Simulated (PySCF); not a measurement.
Isomers of C4H9FS2Si, mass 167.990 u with the commonest isotopes. Method: PBE0/pcSseg-1 in PySCF (dipole) on a GFN2-xTB geometry, gas phase. One conformer each, none proved a minimum here; rigid rotors.

Task: Order these by out-of-plane moment Σ m c² = (Ia + Ib − Ic)/2, smallest first.
A. `[CH3:1][C@@H:2]([F:3])[C@H:4]1[CH2:5][S:6][SiH2:7][S:8]1` with C1–C2–C4–C5 -56°, C2–C4–C5–S6 -177°, C4–C5–S6–Si7 -44°, C5–S6–Si7–S8 14°, S6–Si7–S8–C4 11°
B. `[CH3:1][C@:2]1([F:3])[CH2:4][SiH2:5][S:6][CH2:7][S:8]1` with C1–C2–C4–Si5 170°, C2–C4–Si5–S6 56°, C4–Si5–S6–C7 -48°, Si5–S6–C7–S8 64°
C. `[CH3:1][S:2]/[CH:3]=[C:4](/[SiH2:5][F:6])[S:7][CH3:8]` with C1–S2–C3–C4 177°, C3–C4–Si5–F6 -5°, C3–C4–S7–C8 83°
D. `[CH3:1][S:2][C@H:3]([SiH2:4][F:5])[C:6]([CH3:7])=[S:8]` with C1–S2–C3–Si4 -161°, S2–C3–Si4–F5 -67°, S2–C3–C6–C7 37°
E. `[CH3:1][C@@H:2]1[SiH2:3][S:4][CH2:5][S:6][C@@H:7]1[F:8]` with C1–C2–Si3–S4 -179°, C2–Si3–S4–C5 48°, Si3–S4–C5–S6 -63°, S4–C5–S6–C7 72°

Result: C (40.33 u·Å²), A (46.96 u·Å²), B (63.27 u·Å²), E (63.74 u·Å²), D (97.31 u·Å²).

Task: Order these by rotational constant B, largest first.
A. `[CH3:1][S:2][C@H:3]([SiH2:4][F:5])[C:6]([CH3:7])=[S:8]` with C1–S2–C3–Si4 -161°, S2–C3–Si4–F5 -67°, S2–C3–C6–C7 37°
B. `[CH3:1][C@@H:2]1[SiH2:3][S:4][CH2:5][S:6][C@@H:7]1[F:8]` with C1–C2–Si3–S4 -179°, C2–Si3–S4–C5 48°, Si3–S4–C5–S6 -63°, S4–C5–S6–C7 72°
C. `[CH3:1][C@:2]1([F:3])[CH2:4][SiH2:5][S:6][CH2:7][S:8]1` with C1–C2–C4–Si5 170°, C2–C4–Si5–S6 56°, C4–Si5–S6–C7 -48°, Si5–S6–C7–S8 64°
D. `[CH3:1][S:2]/[CH:3]=[C:4](/[SiH2:5][F:6])[S:7][CH3:8]` with C1–S2–C3–C4 177°, C3–C4–Si5–F6 -5°, C3–C4–S7–C8 83°

Result: B (1221 MHz), A (1097 MHz), C (1069 MHz), D (821.3 MHz).

Task: Order these by rotational constant A, largest first.
A. `[CH3:1][C@@H:2]([F:3])[C@H:4]1[CH2:5][S:6][SiH2:7][S:8]1` with C1–C2–C4–C5 -56°, C2–C4–C5–S6 -177°, C4–C5–S6–Si7 -44°, C5–S6–Si7–S8 14°, S6–Si7–S8–C4 11°
B. `[CH3:1][C@@H:2]1[SiH2:3][S:4][CH2:5][S:6][C@@H:7]1[F:8]` with C1–C2–Si3–S4 -179°, C2–Si3–S4–C5 48°, Si3–S4–C5–S6 -63°, S4–C5–S6–C7 72°
C. `[CH3:1][C@:2]1([F:3])[CH2:4][SiH2:5][S:6][CH2:7][S:8]1` with C1–C2–C4–Si5 170°, C2–C4–Si5–S6 56°, C4–Si5–S6–C7 -48°, Si5–S6–C7–S8 64°
D. `[CH3:1][S:2][C@H:3]([SiH2:4][F:5])[C:6]([CH3:7])=[S:8]` with C1–S2–C3–Si4 -161°, S2–C3–Si4–F5 -67°, S2–C3–C6–C7 37°
E. `[CH3:1][S:2]/[CH:3]=[C:4](/[SiH2:5][F:6])[S:7][CH3:8]` with C1–S2–C3–C4 177°, C3–C4–Si5–F6 -5°, C3–C4–S7–C8 83°

Result: A (2057 MHz), C (1847 MHz), B (1505 MHz), E (1328 MHz), D (1125 MHz).

| SMILES | point group | Ia (u·Å²) | Ib (u·Å²) | Ic (u·Å²) | κ | μa (D) | μb (D) | μc (D) |
| --- | --- | --- | --- | --- | --- | --- | --- | --- |
| C[C@]1(F)C[SiH2]SCS1 | C1 | 273.67 | 472.72 | 619.84 | -0.51 | 1.56 | 1.54 | 0.48 |
| CS/C=C(/[SiH2]F)SC | C1 | 380.48 | 615.35 | 915.17 | -0.31 | 1.61 | 0.51 | 1.32 |
| CS[C@H]([SiH2]F)C(C)=S | C1 | 449.16 | 460.63 | 715.18 | 0.87 | 0.67 | 1.67 | 0.94 |
| C[C@@H](F)[C@H]1CS[SiH2]S1 | C1 | 245.73 | 610.68 | 762.49 | -0.76 | 0.10 | 1.03 | 0.77 |
| C[C@@H]1[SiH2]SCS[C@@H]1F | C1 | 335.77 | 414.04 | 622.33 | 0.18 | 1.92 | 0.38 | 0.32 |
